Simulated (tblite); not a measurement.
Isomers of C5H12O2Si2. Calculated harmonic vibrations of the isolated species, GFN2-xTB (tblite), most abundant isotopes, no scaling. The method is semi-empirical: single wavenumbers can be off by several per cent or more. Modes of hydrogen on silicon can be 10 to 20 % off. One conformer each.

Electronic energies: GFN2-xTB at the same geometries; isomer energies are rough at this level and their order can be wrong.

| SMILES | electronic energy, lowest = 0 (kJ/mol) |
| --- | --- |
| C=C[Si@@H](OC)C(=C)O[SiH3] | 0.0 |
| C#C[Si@@H](OC)OCC[SiH3] | 27.0 |
| OCCC1=C(CO)[SiH2][SiH2]1 | 271.7 |

How do GFN2-xTB zero-point energies change the relative energies?

```csv
SMILES,ZPE (kJ/mol),of it from modes above 1550 cm⁻¹,electronic (kJ/mol),"with ZPE, lowest = 0 (kJ/mol)",lowest mode (cm⁻¹),rings
C=C[Si@@H](OC)C(=C)O[SiH3],396.6,219.2,0.0,0.0,2,0
C#C[Si@@H](OC)OCC[SiH3],400.2,210.6,27.0,30.6,19,0
OCCC1=C(CO)[SiH2][SiH2]1,406.3,208.5,271.7,281.3,68,1
```

The zero-point energies span 9.7 kJ/mol, from `C=C[Si@@H](OC)C(=C)O[SiH3]` to `OCCC1=C(CO)[SiH2][SiH2]1`. The order is unchanged.
